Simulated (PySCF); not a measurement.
Isomers of C5H9N3OSi, mass 155.051 u with the commonest isotopes. The calculation used PBE0/pcSseg-1 in PySCF (dipole) on a GFN2-xTB geometry, gas phase. One conformer each, none proved a minimum here; rigid rotors.

**Question.** Order these by dipole moment, largest first.
A. `[CH3:1]/[C:2]([C:3]#[N:4])=[N:5]/[SiH2:6][CH2:7][NH:8][CH:9]=[O:10]` with C2–N5–Si6–C7 -124°, N5–Si6–C7–N8 -168°, Si6–C7–N8–C9 -2°, C7–N8–C9–O10 0°
B. `[CH3:1][c:2]1[n:3][cH:4][n:5][n:6][c:7]1[O:8][CH2:9][SiH3:10]` with N6–C7–O8–C9 2°, C7–O8–C9–Si10 -37°
C. `[CH3:1][CH2:2][c:3]1[n:4][n:5][c:6]([CH:7]=[O:8])[n:9]1[SiH3:10]` with C1–C2–C3–N4 99°, N5–C6–C7–O8 -179°
D. `[CH3:1][c:2]1[n:3][cH:4][n:5][n:6][c:7]1[CH2:8][O:9][SiH3:10]` with N6–C7–C8–O9 120°, C7–C8–O9–Si10 -61°
E. `[CH3:1][C:2](=[O:3])[c:4]1[n:5][n:6]([CH3:7])[n:8][c:9]1[SiH3:10]` with C1–C2–C4–N5 0°

**Answer.** A (5.90 D), E (3.90 D), C (2.95 D), B (2.79 D), D (2.34 D).

**Question.** Order these by out-of-plane moment Σ m c² = (Ia + Ib − Ic)/2, smallest first.
A. `[CH3:1][C:2](=[O:3])[c:4]1[n:5][n:6]([CH3:7])[n:8][c:9]1[SiH3:10]` with C1–C2–C4–N5 0°
B. `[CH3:1][SiH2:2][O:3][c:4]1[n:5][n:6][cH:7][n:8][c:9]1[CH3:10]` with C1–Si2–O3–C4 -63°, Si2–O3–C4–N5 2°
C. `[CH3:1][CH2:2][c:3]1[n:4][cH:5][n:6][n:7][c:8]1[O:9][SiH3:10]` with C1–C2–C3–N4 -102°, N7–C8–O9–Si10 -1°
D. `[CH3:1][CH2:2][c:3]1[n:4][n:5][c:6]([CH:7]=[O:8])[n:9]1[SiH3:10]` with C1–C2–C3–N4 99°, N5–C6–C7–O8 -179°
E. `[CH3:1][c:2]1[n:3][cH:4][n:5][n:6][c:7]1[O:8][CH2:9][SiH3:10]` with N6–C7–O8–C9 2°, C7–O8–C9–Si10 -37°
F. `[CH3:1][c:2]1[n:3][cH:4][n:5][n:6][c:7]1[CH2:8][O:9][SiH3:10]` with N6–C7–C8–O9 120°, C7–C8–O9–Si10 -61°
G. `[CH3:1]/[C:2]([C:3]#[N:4])=[N:5]/[SiH2:6][CH2:7][NH:8][CH:9]=[O:10]` with C2–N5–Si6–C7 -124°, N5–Si6–C7–N8 -168°, Si6–C7–N8–C9 -2°, C7–N8–C9–O10 0°

**Answer.** A (6.18 u·Å²), E (17.84 u·Å²), C (22.99 u·Å²), D (26.95 u·Å²), B (28.91 u·Å²), G (51.76 u·Å²), F (83.21 u·Å²).

**Question.** Order these by rotational constant A, smallest first.
A. `[CH3:1][SiH2:2][O:3][c:4]1[n:5][n:6][cH:7][n:8][c:9]1[CH3:10]` with C1–Si2–O3–C4 -63°, Si2–O3–C4–N5 2°
B. `[CH3:1]/[C:2]([C:3]#[N:4])=[N:5]/[SiH2:6][CH2:7][NH:8][CH:9]=[O:10]` with C2–N5–Si6–C7 -124°, N5–Si6–C7–N8 -168°, Si6–C7–N8–C9 -2°, C7–N8–C9–O10 0°
C. `[CH3:1][CH2:2][c:3]1[n:4][n:5][c:6]([CH:7]=[O:8])[n:9]1[SiH3:10]` with C1–C2–C3–N4 99°, N5–C6–C7–O8 -179°
D. `[CH3:1][CH2:2][c:3]1[n:4][cH:5][n:6][n:7][c:8]1[O:9][SiH3:10]` with C1–C2–C3–N4 -102°, N7–C8–O9–Si10 -1°
E. `[CH3:1][c:2]1[n:3][cH:4][n:5][n:6][c:7]1[CH2:8][O:9][SiH3:10]` with N6–C7–C8–O9 120°, C7–C8–O9–Si10 -61°
F. `[CH3:1][c:2]1[n:3][cH:4][n:5][n:6][c:7]1[O:8][CH2:9][SiH3:10]` with N6–C7–O8–C9 2°, C7–O8–C9–Si10 -37°

**Answer.** D (1517 MHz), C (1842 MHz), E (1948 MHz), F (2030 MHz), A (2086 MHz), B (2550 MHz).

```json
{"SMILES": "Cc1ncnnc1CO[SiH3]", "point group": "C1", "Ia (u·Å²)": "259.47", "Ib (u·Å²)": "606.24", "Ic (u·Å²)": "699.30", "κ": "-0.82", "μa (D)": "1.05", "μb (D)": "2.08", "μc (D)": "0.17"}
{"SMILES": "C[SiH2]Oc1nncnc1C", "point group": "C1", "Ia (u·Å²)": "242.30", "Ib (u·Å²)": "610.37", "Ic (u·Å²)": "794.85", "κ": "-0.73", "μa (D)": "0.95", "μb (D)": "1.96", "μc (D)": "0.56"}
{"SMILES": "C/C(C#N)=N/[SiH2]CNC=O", "point group": "C1", "Ia (u·Å²)": "198.18", "Ib (u·Å²)": "930.34", "Ic (u·Å²)": "1025.00", "κ": "-0.95", "μa (D)": "3.18", "μb (D)": "4.59", "μc (D)": "1.91"}
{"SMILES": "CCc1nnc(C=O)n1[SiH3]", "point group": "C1", "Ia (u·Å²)": "274.31", "Ib (u·Å²)": "495.15", "Ic (u·Å²)": "715.55", "κ": "-0.45", "μa (D)": "0.58", "μb (D)": "2.89", "μc (D)": "0.10"}
{"SMILES": "CCc1ncnnc1O[SiH3]", "point group": "C1", "Ia (u·Å²)": "333.11", "Ib (u·Å²)": "485.88", "Ic (u·Å²)": "773.02", "κ": "-0.10", "μa (D)": "0.40", "μb (D)": "2.39", "μc (D)": "0.26"}
{"SMILES": "CC(=O)c1nn(C)nc1[SiH3]", "point group": "–", "Ia (u·Å²)": "333.16", "Ib (u·Å²)": "486.47", "Ic (u·Å²)": "807.26", "κ": "-0.07", "μa (D)": "3.39", "μb (D)": "1.94", "μc (D)": "0.00"}
{"SMILES": "Cc1ncnnc1OC[SiH3]", "point group": "C1", "Ia (u·Å²)": "248.92", "Ib (u·Å²)": "535.73", "Ic (u·Å²)": "748.97", "κ": "-0.60", "μa (D)": "1.28", "μb (D)": "2.45", "μc (D)": "0.37"}
```
